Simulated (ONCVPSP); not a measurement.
u(r) = r·R(r): atom against pseudo-atom (phosphorus)

Columns: radius, all-electron u(r) and pseudo u(r) of the 3s shell (level -13.92 eV) of phosphorus in the configuration [Ne] 3s2 3p3; PBEsol, scalar-relativistic, ONCV scheme, ONCVPSP 4.0.1.

```csv
r (bohr),all-electron,pseudo
0.080,0.1676,0.0160
0.160,-0.0696,0.0348
0.240,-0.2764,0.0579
0.320,-0.3687,0.0862
0.400,-0.3595,0.1200
0.480,-0.2809,0.1604
0.560,-0.1625,0.2081
0.640,-0.0264,0.2631
0.720,0.1124,0.3235
0.800,0.2442,0.3866
0.880,0.3636,0.4500
0.960,0.4679,0.5128
1.040,0.5561,0.5746
1.120,0.6287,0.6338
1.200,0.6863,0.6869
1.280,0.7300,0.7300
1.360,0.7608,0.7608
1.440,0.7804,0.7804
1.520,0.7901,0.7901
1.600,0.7914,0.7914
1.680,0.7857,0.7857
1.760,0.7741,0.7741
1.840,0.7577,0.7577
1.920,0.7375,0.7375
2.000,0.7143,0.7143
2.080,0.6890,0.6890
```

**Question.** How many radial nodes do the two functions have?

**Answer.** The all-electron 3s function has n − l − 1 = 2; the pseudo-wave has 0, since the states of the same l below it are removed with the core.

**Question.** At about which radius was the pseudo-wave matched?

**Answer.** 1.30 bohr, where the columns begin to agree (steps of 0.08 bohr).

**Question.** Is the pseudo-wave norm-conserving?

**Answer.** Yes: the ONCV scheme keeps the norm inside the radius equal to the all-electron one, which fixes the energy derivative of the logarithmic derivative at the level.
